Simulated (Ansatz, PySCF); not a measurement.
TaSCl₃, SMILES [S]=[Ta]([Cl])([Cl])[Cl], multiplicity 1.

Geometry: B3LYP-D3(BJ)/def2-SVP. The spin state was assumed, not searched. The structure was generated by enumeration; whether it is a known compound was not checked. The def2 effective core potentials stand for the cores of Ta; spin–orbit coupling is left out.

Vertical ionisation energy (IE) and electron affinity (EA) in eV. Rows of orbital energies are one-electron estimates. Where ΔSCF, EOM or ADC give a negative EA the extra electron is unbound and the value depends on the basis.

```json
[
 {"level": "−ε(HOMO), −ε(LUMO), M06-2X/def2-TZVP (PySCF)", "IE": "9.47", "EA": "2.14"},
 {"level": "−ε(HOMO), −ε(LUMO), PBE/def2-TZVP (PySCF)", "IE": "7.16", "EA": "3.74"},
 {"level": "ΔSCF, PBE0/def2-SVPD (Ansatz), final states of multiplicity 2 and 2", "IE": "10.28", "EA": "1.65"},
 {"level": "ΔSCF, PBE/def2-SVPD (Ansatz), final states of multiplicity 2 and 2", "IE": "10.05", "EA": "1.34"}
]
```

Task: What vertical singlet–triplet gap does ΔSCF give with PBE0/def2-SVPD (Ansatz, a quantum-chemistry and plane-wave program) and with PBE/def2-SVPD (Ansatz)? (An estimate is asked for; the answer gives what the named calculation found.)

Result: 3.20 and 3.41 eV (triplet above singlet where positive).
